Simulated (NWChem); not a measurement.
# CH3ClGeO; SMILES O=[CH][GeH2][Cl]

```xyz
7

O      0.4661    -2.6271     0.0000
C      0.8244    -1.4826     0.0000
Ge    -0.5352    -0.0130     0.0000
Cl     0.5486     1.8636     0.0000
H      1.9121    -1.2000     0.0000
H     -1.3931    -0.0763     1.2712
H     -1.3931    -0.0763    -1.2712
```
Atoms are numbered in this order, from 1.

Program: NWChem. Medium grid unless said otherwise, to which SCAN and Minnesota functionals are sensitive. Structure relaxed at the PBE0/def2-SVP level.

Problem. Order these by “dipole (D)”, lowest first: M05-2X/def2-SVP; B97-D/def2-SVP; B3LYP/def2-SVP.

Solution. B97-D/def2-SVP (0.29), B3LYP/def2-SVP (0.36), M05-2X/def2-SVP (0.47)
